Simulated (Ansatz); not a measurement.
One geometry of CH₅AlBrGa, SMILES `[CH3][Al]([GaH2])[Br]`, several functionals.

```yaml
crystal:
  periodic: [false, false, false]
  atoms:
    - {symbol: C, position_ang: [-0.208002, 1.606076, -0.843132]}
    - {symbol: Al, position_ang: [-0.289569, -0.283235, -0.381412]}
    - {symbol: Ga, position_ang: [0.646952, -1.584048, 1.550500]}
    - {symbol: Br, position_ang: [-1.444455, -1.609602, -1.842178]}
    - {symbol: H, position_ang: [-1.218651, 2.018393, -0.927184]}
    - {symbol: H, position_ang: [0.344638, 2.200746, -0.111920]}
    - {symbol: H, position_ang: [0.268807, 1.735327, -1.820160]}
    - {symbol: H, position_ang: [2.069956, -2.263215, 1.495862]}
    - {symbol: H, position_ang: [-0.169675, -1.820442, 2.879634]}
basis:
  gaussian: {orbitals: def2-TZVPP}
hamiltonian: {xc: {name: BLYP}, dispersion: d4}
output: {orbitals: {seedname: orbitals}}
```

```sh
$ ansatz run in.yaml --threads 2 --pin off --events-out ev --progress --plain --max-ram 22528MiB --backend cpu
```

It prints (some lines left out):

```
Functional definition: BLYP
  name "BLYP"
  cite "Becke, Phys. Rev. A 38, 3098 (1988) doi:10.1103/PhysRevA.38.3098"
  cite "Lee, Yang & Parr, Phys. Rev. B 37, 785 (1988) doi:10.1103/PhysRevB.37.785"
  parameter beta = 0.0042
  parameter a = 0.04918
  parameter b = 0.132
  parameter c = 0.2533
  parameter d = 0.349
  exchange = b88_x(beta = beta)
  correlation = lyp_c(a = a, b = b, c = c, d = d)
1488 factors; their error is unknown
mean field evaluation 1: about -130131.6946 eV, gradient 7.8e1 eV
mean field evaluation 2: about -130083.8098 eV, gradient 1.3e2 eV
mean field evaluation 4: about -130143.5336 eV, gradient 1.4e1 eV
mean field evaluation 8: about -130144.0940 eV, gradient 1.7e-1 eV
mean field evaluation 16: about -130144.0509 eV, gradient 3.1e-4 eV
mean field -130144.05091167 eV, -4782.7056561979 hartree, gradient 6.3e-5 eV, S^2 0.000000; 0 other end points of the search recorded, 0 dependent functions left out
reference -130144.05133823 eV, -4782.7056718736 hartree; 45, 45 occupied and 194, 194 virtual orbitals, 1488 factors
Total energy: -130144.46163022 eV, -4782.7207498263 hartree
```

Hardware: 2 threads of an AMD EPYC 7R13 on a shared host. Wall time 3.3 s, peak host memory 0.38 GiB.

The same input with `hamiltonian: {xc: {name: revPBE}, dispersion: d4}` (abridged; 3.3 s):

```
Functional definition: revPBE
mean field evaluation 16: about -130130.5767 eV, gradient 3.9e-4 eV
mean field -130130.57672020 eV, -4782.2104887945 hartree, gradient 5.8e-5 eV, S^2 0.000000
Total energy: -130131.04419433 eV, -4782.2276681516 hartree
```

With the line `hamiltonian: {xc: {name: wB97M-V}}` and forces (abridged; 20 s):

```
Functional definition: wB97M-V
mean field evaluation 16: about -130134.1402 eV, gradient 9.3e-5 eV
mean field -130134.14023845 eV, -4782.3414456747 hartree, gradient 3.5e-5 eV, S^2 0.000000
Total energy: -130134.14029584 eV, -4782.3414477837 hartree
Atom 0 force    -0.000109     0.000472    -0.000655 eV/Å
Atom 1 force     0.042247    -0.034446     0.080251 eV/Å
Atom 2 force     0.001172    -0.001295     0.002851 eV/Å
Atom 3 force     0.009409     0.019875     0.008977 eV/Å
Atom 4 force     0.076482    -0.022890     0.002546 eV/Å
Atom 5 force    -0.042717    -0.035733    -0.059714 eV/Å
Atom 6 force    -0.037149    -0.001385     0.070372 eV/Å
Atom 7 force    -0.123792     0.057432     0.009118 eV/Å
Atom 8 force     0.074458     0.017970    -0.113747 eV/Å
Dipole moment:     0.162868     0.373277     0.147037 e Å
```

The same input with `hamiltonian: {xc: {name: wB97X-V}}` (abridged; 13 s):

```
Functional definition: wB97X-V
mean field evaluation 16: about -130129.5807 eV, gradient 5.9e-5 eV
mean field -130129.58070085 eV, -4782.1738857585 hartree, gradient 5.9e-5 eV, S^2 0.000000
Total energy: -130129.58069848 eV, -4782.1738856714 hartree
```

The same input with `hamiltonian: {xc: {name: B3LYP}, dispersion: d4}` and forces (abridged; 9 s):

```
Functional definition: B3LYP
mean field evaluation 16: about -130145.1609 eV, gradient 4.9e-4 eV
mean field -130145.16094452 eV, -4782.7464491527 hartree, gradient 1.9e-5 eV, S^2 0.000000
Total energy: -130145.48417465 eV, -4782.7583276408 hartree
Atom 0 force     0.006246     0.084499    -0.016929 eV/Å
Atom 1 force     0.052306     0.013973     0.081355 eV/Å
Atom 2 force     0.002307     0.020011    -0.002137 eV/Å
Atom 3 force    -0.072798    -0.083040    -0.092253 eV/Å
Atom 4 force     0.050986    -0.006316     0.003730 eV/Å
Atom 5 force    -0.027725    -0.014796    -0.041355 eV/Å
Atom 6 force    -0.020638     0.007133     0.046249 eV/Å
Atom 7 force     0.000912    -0.009812     0.013208 eV/Å
Atom 8 force     0.008405    -0.011652     0.008132 eV/Å
Dipole moment:     0.155883     0.367829     0.137402 e Å
```

The same input with `hamiltonian: {xc: {name: B2PLYP}}` (abridged; 11 s):

```
Functional definition: B2PLYP
mean field evaluation 16: about -130110.7964 eV, gradient 1.3e-4 eV
mean field -130110.79636828 eV, -4781.4835742690 hartree, gradient 5.1e-6 eV, S^2 0.000000
24 core orbitals not correlated: weight in the atoms' cores, before any rotation towards them, 1.000 or more for the frozen orbitals, at most 0.000 for the correlated occupied ones
second order -24.91473044 eV of doubles, -0.00000000 eV of singles
Total energy: -130117.52354614 eV, -4781.7307934956 hartree
```

B3LYP takes the VWN-RPA correlation (the form of Gaussian; ORCA's B3LYP/G).
